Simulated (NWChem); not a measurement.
System meant: ZnBrF; SMILES [F][Zn][Br]

Here is an NWChem input.

```
start job
memory heap 200 mb stack 900 mb global 1100 mb
geometry units angstroms noautoz
  Zn    -0.215310     0.714772     0.000000
  F     -0.548608     2.421489     0.000000
  Br     0.210136    -1.463820     0.000000
end
basis spherical
  * library def2-svp
end
dft
  odft
  mult 2
  xc b3lyp
  iterations 150
  mulliken
end
task dft energy
```

End of the output:

```
 Summary of "ao basis" -> "" (spherical)
 ------------------------------------------------------------------------------
       Tag                 Description            Shells   Functions and Types
 ---------------- ------------------------------  ------  ---------------------
 *                          def2-svp                  on all atoms

                                 NWChem DFT Module
                                 -----------------

 Summary of "ao basis" -> "ao basis" (spherical)
 ------------------------------------------------------------------------------
       Tag                 Description            Shells   Functions and Types
 ---------------- ------------------------------  ------  ---------------------
 Zn                         def2-svp                11       31   5s3p2d1f
 F                          def2-svp                 6       14   3s2p1d
 Br                         def2-svp                12       32   5s4p3d

 Summary of "ao basis" -> "ao basis" (spherical)
 ------------------------------------------------------------------------------
       Tag                 Description            Shells   Functions and Types
 ---------------- ------------------------------  ------  ---------------------
 Zn                         def2-svp                11       31   5s3p2d1f
 F                          def2-svp                 6       14   3s2p1d
 Br                         def2-svp                12       32   5s4p3d

      Symmetry analysis of basis
      --------------------------

        a1         29
        a2          0
        b1          7
        b2          7
        e          34

  number of electrons :                   74
  multiplicity        :                    2
 ------------------------------------------------------------------------
  no. of electrons and multiplicity not compatible                  74
 ------------------------------------------------------------------------
 ------------------------------------------------------------------------
  current input line :
    18: task dft energy
 ------------------------------------------------------------------------
 ------------------------------------------------------------------------
 There is an error in the input file
 ------------------------------------------------------------------------
 For more information see the NWChem manual at https://nwchemgit.github.io

0: no. of electrons and multiplicity not compatible:Received an Error in Communication
```

Task: Find the fault in this run and fix the input.

Result: The input was rejected before any calculation. Cause: the multiplicity doesn't fit the number of electrons (an even count wants an odd multiplicity, and the reverse). This input runs:
```
start job
memory heap 200 mb stack 900 mb global 1100 mb
geometry units angstroms noautoz
  Zn    -0.215310     0.714772     0.000000
  F     -0.548608     2.421489     0.000000
  Br     0.210136    -1.463820     0.000000
end
basis spherical
  * library def2-svp
end
dft
  xc b3lyp
  iterations 150
  mulliken
end
task dft energy
```
It converges to -4452.89866 Ha (B3LYP/def2-SVP).
